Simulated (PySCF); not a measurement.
C3H8Si.
Atom-mapped SMILES: `[CH2:1]1[CH2:2][SiH2:3][CH2:4]1` (hydrogens: H5, H6 on C1; H7, H8 on C2; H9, H10 on Si3; H11, H12 on C4)

Computed with EOM-IP-CCSD/aug-cc-pVDZ in PySCF, restricted Hartree–Fock reference, frozen core, non-relativistic, gas phase, PBE0-D3(BJ)/def2-SVP geometry.

Hartree–Fock orbital energies give these Koopmans values (eV): HOMO 10.77, HOMO-1 11.15, HOMO-2 12.28, HOMO-3 12.95, HOMO-4 13.29, HOMO-5 14.61, HOMO-6 16.16, HOMO-7 16.94.

What vertical ionisation energies does EOM-IP-CCSD give?

```csv
leading hole (HF orbital),Koopmans (eV),EOM-IP-CCSD (eV),change (eV),one-hole share
HOMO,10.77,10.01,-0.76,0.96
HOMO-1,11.15,10.33,-0.82,0.95
HOMO-2,12.28,11.50,-0.78,0.95
HOMO-3,12.95,11.87,-1.08,0.95
HOMO-4,13.29,12.42,-0.87,0.95
HOMO-5,14.61,13.53,-1.08,0.95
HOMO-6,16.16,14.88,-1.28,0.93
HOMO-7,16.94,15.61,-1.33,0.94
```

Does the order of the lines follow the orbital energies?

Yes, no two lines change places. The corrections run from -1.33 to -0.76 eV, with a mean of -1.00 eV over the 8 lines; no line lies above its Koopmans value. Koopmans values leave out both the relaxation of the orbitals and the change in correlation energy.

At what kinetic energies would He I light (21.22 eV) eject these electrons?

11.21 eV (HOMO), 10.89 eV (HOMO-1), 9.72 eV (HOMO-2), 9.35 eV (HOMO-3), 8.80 eV (HOMO-4), 7.69 eV (HOMO-5), 6.34 eV (HOMO-6), 5.61 eV (HOMO-7).

What total energy has the lowest final state, and which wavelength reaches it?

E(CCSD) + ionisation energy = -407.78180 + 0.36788 = -407.41392 Eh, at the geometry of the initial state. The threshold wavelength is 1239.84 eV nm/10.01 eV = 123.9 nm.

One root was sought for each valence orbital with −ε under 21 eV, eight at most, so deeper holes and satellites are missing; no vibrational structure.
